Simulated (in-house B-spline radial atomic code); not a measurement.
A fraction x of an electron is moved 4s → 4p in the krypton ion Kr⁺, starting from [Ar] 3d10 4s2 4p5 and keeping the highest spin. All numbers are computed (non-relativistic RPBE, spin-polarised, spherical fractional occupations; point nucleus) with a radial B-spline atomic code at the basis-set limit, not measured.

| x | E(x) - E(0) (eV) | 4s down level (eV) | 4p down level (eV) |
| --- | --- | --- | --- |
| 0 | 0.0000 | -32.481 | -19.043 |
| 0.125 | 1.6801 | -32.560 | -19.117 |
| 0.25 | 3.3608 | -32.638 | -19.190 |
| 0.375 | 5.0421 | -32.716 | -19.263 |
| 0.5 | 6.7241 | -32.794 | -19.336 |
| 0.625 | 8.4067 | -32.871 | -19.408 |
| 0.75 | ? | ? | ? |
| 0.875 | ? | ? | ? |
| 1 | 13.4579 | - | -19.622 |

What belongs in the row x = 0.75?

An energy change of 10.0898 eV; 4s down at -32.947 eV, 4p down at -19.480 eV.

What belongs in the row x = 0.875?

An energy change of 11.7736 eV; 4s down at -33.023 eV, 4p down at -19.551 eV.

Check Janak's theorem between x = 0.125 and 0.25.

The slope of the energy is 13.45 eV; the orbital levels give 13.45 eV (ε of the receiving orbital less ε of the emptying one, averaged over the two points).
